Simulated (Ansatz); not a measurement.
Consider the ligand exchange at the Si–O bond: `C=C[SiH2]O[SiH](F)F` + H₂S → `F[SiH](F)S` + `C=C[SiH2]O`.

Calculated with Ansatz (gas phase, PBE0-D4/def2-TZVP geometries, no zero-point term in ΔE). CCSD(T)/CBS is the MP2 limit (def2-TZVPP, def2-QZVPP) plus CCSD(T) − MP2 in def2-TZVPP, frozen cores. This one scheme is used for every species. Functionals use def2-TZVPP. One conformer a species, not always the lowest.

**Question.** Is it downhill or uphill in electronic energy at CCSD(T)/CBS, and by how much? (Best estimate.)

**Answer.** The calculation gave: Uphill: ΔE = +84.8 kJ/mol.

**Question.** What do these levels give: PBE0-D4, HF/def2-TZVPP, MP2/def2-TZVPP, CCSD(T)/def2-TZVPP, HF/def2-QZVPP, HF/CBS(def2)? (An estimate is asked.)

**Answer.** Ansatz gave: PBE0-D4 73.8, HF/def2-TZVPP 101.9, MP2/def2-TZVPP 83.2, CCSD(T)/def2-TZVPP 86.6, HF/def2-QZVPP 104.7, HF/CBS(def2) 105.0 kJ/mol.

Largest T1 diagnostic among the species: 0.012.

The D4 term adds +5.6 kJ/mol with B3LYP and +3.8 kJ/mol with PBE0; it sums over pairs of atoms, weighted by their polarisabilities, and B3LYP, whose exchange is more repulsive, gets the larger term. From PBE to PBE0 (25 % exact exchange), in def2-TZVPP and without D4, ΔE moves by +7.5 kJ/mol.

B3LYP here is the variant with VWN-RPA as its local correlation; programs differ in this.
